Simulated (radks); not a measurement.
Q: La3+, configuration [Kr] 4d10 5s2 5p5 7p1 (not the ground configuration). Calculated with a radial shooting solver on a logarithmic mesh with Libxc functionals: scalar-relativistic Kohn-Sham, LDA (Slater exchange, Perdew-Wang correlation), spin-unpolarised, spherical densities, point nucleus. Some entries of the table are withheld. Estimate them.

orbital  occ.  eigenvalue (hartree)  <r> (bohr)
1s          2                   (1)         (2)
2s          2             -227.7471      0.1075
2p          6             -204.3519     0.09428
3s          2                   (3)         (4)
3p          6             -42.18912      0.2835
3d         10             -31.42639      0.2601
4s          2                   (5)      0.6542
4p          6              -8.54878      0.6929
4d         10              -5.02514      0.7662
5s          2              -2.57443       1.514
5p          5              -1.92970       1.709
7p          1              -0.39888         (6)

A: 
(1) 1s eigenvalue (hartree): -1423.887
(2) 1s <r> (bohr): 0.02509
(3) 3s eigenvalue (hartree): -49.66056
(4) 3s <r> (bohr): 0.2856
(5) 4s eigenvalue (hartree): -10.98244
(6) 7p <r> (bohr): 6.659
